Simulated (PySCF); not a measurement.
# Shapes and spin states of W2Te

Level of theory: PBE0 in PySCF with Te def2-SVP with ECP28, W def2-SVP with ECP60; scalar-relativistic core potentials, no spin–orbit coupling; density-fitted integrals.

Relaxations began from a few typed shapes and spin states; open shells are unrestricted. The search is not exhaustive: other isomers or separated fragments can lie lower, and high-lying points may rest on an excited occupation.

| spin | group | bonds | angles | imaginary modes (cm⁻¹) | ΔE (kJ/mol) | ΔE with ZPE (kJ/mol) |
| --- | --- | --- | --- | --- | --- | --- |
| broken-symmetry Ms = 1 (⟨S²⟩ 3.07) | Cs | Te–W 2.537 Å, Te–W 3.125 Å, W–W 2.190 Å | Te–W–W 53.6°, Te–W–W 82.4°, W–Te–W 44.0° | none | 0.0 | 0.0 |
| singlet (closed shell, unstable to spin polarisation) | C2v | Te–W 2.699 Å (×2), W–W 2.055 Å | Te–W–W 67.6° (×2), W–Te–W 44.8° | none | 31.0 | 32.0 |
| broken-symmetry Ms = 1 (⟨S²⟩ 6.04) | C∞v | Te–W 2.523 Å, Te–W 2.882 Å | W–Te–W 180.0° | 39i, 22i | 292.3 | – |

The lowest minimum found is the broken-symmetry Ms = 1 (⟨S²⟩ 3.07) Cs: Te–W 2.537 Å, Te–W 3.125 Å, W–W 2.190 Å; Te–W–W 53.6°, Te–W–W 82.4°, W–Te–W 44.0°.

For the lowest minimum: the determinant is spin-contaminated (⟨S²⟩ = 3.07, pure value 2.00). Open d and f shells are described by one determinant, and the ground state may have another occupation or spin. Spin–orbit coupling, left out here, can matter for elements this heavy.

The electron or spin density has lower symmetry than the nuclear frame for the broken-symmetry Ms = 1 (⟨S²⟩ 6.04) C∞v at 292.3 kJ/mol.
